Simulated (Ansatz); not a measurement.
`[F][Al]([F])[Cl]` + HBr → `[F][Al]([F])[Br]` + HCl at 500 K and 1 bar (ligand exchange at the Al–Cl bond).

Program: Ansatz. Geometries: PBE0-D4/def2-TZVP. ΔE: electronic, gas phase. CCSD(T)/CBS is the MP2 limit (def2-TZVPP, def2-QZVPP) plus CCSD(T) − MP2 in def2-TZVPP, frozen cores. This one scheme is used for every species. For Br outer-core shells are correlated without core-valence functions, which leaves a few kJ/mol of doubt a bond. Scalar relativity is left out up to krypton.

```csv
species,CCSD(T)/CBS energy (Eh),H − E (kJ/mol),S (J/(mol·K))
`[F][Al]([F])[Cl]`,-901.60711,46.9,335.0
HBr,-2573.91920,30.5,213.7
`[F][Al]([F])[Br]`,-3015.14527,46.5,347.3
HCl,-460.38127,32.5,201.9
```

H − E and S are ideal-gas, rigid-rotor, harmonic terms from PBE0-D4/def2-TZVP. 1 Eh = 2625.50 kJ/mol, R = 8.31446 J/(mol·K).

Q: By hand: ΔE, ΔH, ΔS and ΔG.

A: ΔE = (-3015.14527) + (-460.38127) − (-901.60711) − (-2573.91920) = -0.00023 Eh = -0.6 kJ/mol. Δ(H − E) = 46.5 + 32.5 − 46.9 − 30.5 = 1.6, so ΔH = 1.0 kJ/mol. ΔS = 347.3 + 201.9 − 335.0 − 213.7 = 0.5 J/(mol·K). ΔG = 1.0 − 500 × (0.5)/1000 = 0.8 kJ/mol.

Q: By hand: the equilibrium constant, and the temperature at which ΔG would vanish if ΔH and ΔS stayed fixed.

A: log₁₀ K = −ΔG/(RT ln 10) = -0.1. ΔG = 0 at ΔH/ΔS = 2000 K, though so small a ΔH makes that figure unsure.

The number of gas molecules stays the same, so ΔS is small and ΔH decides. The sign of ΔG lies within the doubt. A doubt of 5 kJ/mol in ΔE shifts log₁₀ K by 0.5 here. These are equilibria of isolated gas molecules and say nothing of rates. Largest T1 diagnostic: 0.012 (customary marks: 0.02 for closed shells, 0.045 for open ones).
